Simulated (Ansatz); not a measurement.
Stepwise reaction of `[SiH3][GeH2][SiH3]` with hydrogen, as a gas-phase model of exchange steps in deposition or etching. ΔE in kJ/mol; ΔG adds harmonic PBE0-D4 terms to CCSD(T)/CBS, at 1 bar.

Gas-phase electronic energies from Ansatz, PBE0-D4/def2-TZVP geometries. CBS: MP2 limit from def2 TZ/QZ plus the TZ coupled-cluster correction, frozen cores. This one scheme is used for every species. Functionals use def2-TZVPP. B3LYP here is the variant with VWN-RPA as its local correlation; programs differ in this. For Ge outer-core shells are correlated without core-valence functions, which leaves a few kJ/mol of doubt a bond. Scalar relativity is left out up to krypton.

| step | reaction | PBE-D4 | B3LYP-D4 | ωB97M-V | CCSD(T)/CBS | ΔG(600 K) |
| --- | --- | --- | --- | --- | --- | --- |
| 2 | `[SiH3][GeH3]` + H₂ → GeH₄ + SiH₄ | 6.4 | -4.9 | -7.0 | -2.2 | 5.7 |

Q: Give the row of step 1, `[SiH3][GeH2][SiH3]` + H₂ → `[SiH3][GeH3]` + SiH₄. (Best estimate.)

A: The calculation gave: 
```json
{"step": "1", "reaction": "`[SiH3][GeH2][SiH3]` + H₂ → `[SiH3][GeH3]` + SiH₄", "PBE-D4": "11.7", "B3LYP-D4": "0.7", "ωB97M-V": "-1.9", "CCSD(T)/CBS": "3.4", "ΔG(600 K)": "6.7"}
```

Q: By hand: ΔE of the 2 steps together at CCSD(T)/CBS.

A: (3.4) + (-2.2) = 1.2 kJ/mol, or 0.6 kJ/mol a step.

In ΔE each step is lower than the one before. ΔG lies between 5.7 and 6.7 kJ/mol a step. PBE-D4 differs from CCSD(T)/CBS by 8.3 to 8.6 kJ/mol a step. Isolated molecules leave out the surface, adducts and barriers. Largest T1 diagnostic: 0.012.
